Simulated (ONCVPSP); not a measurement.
# hafnium (Hf) ONCV: all-electron and pseudo phase curves

ONCVPSP 4.0.1 input, shortened (lines: element, Z, core and valence counts, functional; n l f; lmax; l rc ep ncon nbas qcut; lloc lpopt rc5 dvloc0; l nproj debl; icmod fcfact rcfact), PBE, scalar-relativistic:

```
  Hf 72.00   10    4        4      upf
    1    0    2.00
    2    0    2.00
    2    1    6.00
    3    0    2.00
    3    1    6.00
    3    2   10.00
    4    0    2.00
    4    1    6.00
    4    2   10.00
    4    3   14.00
    5    0    2.00
    5    1    6.00
    5    2    2.00
    6    0    2.00
    2
    0    1.70    0.00    4    7    7.50
    1    1.70    0.00    4    7   10.30
    2    1.70    0.00    5    9    4.80
    2    5    1.70    0.00
    0    2    0.30
    1    2    1.30
    2    0    0.40
    2    0.55    0.80
```

In the p channel the program set the typed energies aside and used -1.307, 0.250 Ha.

The phase is arctan(r·R′/R) of the radial function R(r), unwrapped; energies in Ha, scanned from -4 to 5 Ha. A pole is an energy at which the radial function vanishes at the test radius. The pseudo phase is shifted by a multiple of π to meet the all-electron one at the reference energy, and phase errors are pseudo minus all-electron; the curves can meet again beyond the range given. Levels narrower than the energy grid can be missing from the lists of poles.

```csv
channel,radius (bohr),reference energy (Ha),"poles, all-electron","poles, pseudo",unbroken range about the reference energy with phases within 0.05 rad,phase error 1 Ha above the reference energy (rad)
s,1.73,-0.19,-1.90,-1.90,the whole range,-0.000
p,1.73,-1.31,-0.30,-0.30,the whole range,-0.000
d,1.73,-0.10,2.06,2.02,below 4.1,-0.002
```

Phases in the p channel:

```json
{"E (Ha)": "-3.98", "all-electron": "1.207", "pseudo": "1.207"}
{"E (Ha)": "-3.50", "all-electron": "1.136", "pseudo": "1.136"}
{"E (Ha)": "-3.02", "all-electron": "1.010", "pseudo": "1.010"}
{"E (Ha)": "-2.54", "all-electron": "0.728", "pseudo": "0.728"}
{"E (Ha)": "-2.06", "all-electron": "-0.056", "pseudo": "-0.056"}
{"E (Ha)": "-1.58", "all-electron": "-0.987", "pseudo": "-0.987"}
{"E (Ha)": "-1.10", "all-electron": "-1.346", "pseudo": "-1.346"}
{"E (Ha)": "-0.62", "all-electron": "-1.503", "pseudo": "-1.503"}
{"E (Ha)": "-0.14", "all-electron": "-1.598", "pseudo": "-1.598"}
{"E (Ha)": "0.34", "all-electron": "-1.671", "pseudo": "-1.671"}
{"E (Ha)": "0.82", "all-electron": "-1.739", "pseudo": "-1.739"}
{"E (Ha)": "1.30", "all-electron": "-1.816", "pseudo": "-1.816"}
{"E (Ha)": "1.78", "all-electron": "-1.920", "pseudo": "-1.920"}
{"E (Ha)": "2.26", "all-electron": "-2.089", "pseudo": "-2.089"}
{"E (Ha)": "2.74", "all-electron": "-2.427", "pseudo": "-2.428"}
{"E (Ha)": "3.22", "all-electron": "-3.133", "pseudo": "-3.135"}
{"E (Ha)": "3.70", "all-electron": "-3.857", "pseudo": "-3.860"}
{"E (Ha)": "4.18", "all-electron": "-4.207", "pseudo": "-4.209"}
{"E (Ha)": "4.66", "all-electron": "-4.376", "pseudo": "-4.377"}
```
